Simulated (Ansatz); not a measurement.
Species: H₃S₂ (charge +1, singlet). SMILES: S[SH2+]
Structure (B3LYP-D3(BJ)/def2-TZVP (Ansatz, a program for electronic structure) minimum search):
```xyz
5

S     -0.8128    -0.1252     0.5607
S      0.8973     0.1229    -0.5928
H     -1.7033    -0.5286    -0.3799
H      1.6348    -0.5812     0.2913
H     -1.2829     1.1466     0.6035
```
Charge +1, spin multiplicity 1.

PBE beside other levels, property by property. Cores are frozen in the correlated levels unless marked. Open shells are spin-unrestricted. Spin-orbit coupling is left out. Non-relativistic. Basis-set limits of correlation are two-point, X^-3; Hartree-Fock from the larger set. [CCSD(T)-MP2]/basis is that difference in the basis named. Vertical energies are electronic, to the SCF solution reached for that spin. Anions need diffuse functions, of which def2-TZVPD holds fewer than the aug- sets. The coupled-cluster column (Ansatz) is a level with limits of its own: RI-MP2/CBS(aug-cc-pV(T+d)Z,aug-cc-pV(Q+d)Z)+[CCSD(T)-MP2]/aug-cc-pV(T+d)Z.

```
property                                        PBE/def2-TZVPD (Ansatz)  r2SCAN/def2-TZVPD (Ansatz)  wB97M-V/def2-TZVPD (Ansatz)  B2PLYP/def2-TZVPD (Ansatz)  coupled cluster
----------------------------------------------  -----------------------  --------------------------  ---------------------------  --------------------------  ---------------
vertical electron affinity to the doublet (eV)                     5.80                        5.81                         5.55                        5.63             5.67
vertical triplet-singlet gap (eV)                                  3.59                        3.53                         3.82                        3.70             3.81
vertical ionisation energy to the doublet (eV)                    16.59                       16.56                        16.64                       16.56            16.75
```

As the rows show:
- vertical electron affinity to the doublet: PBE lies 0.13 eV above coupled cluster.
- vertical triplet-singlet gap: PBE lies 0.22 eV below coupled cluster.
- vertical ionisation energy to the doublet: PBE lies 0.16 eV below coupled cluster.
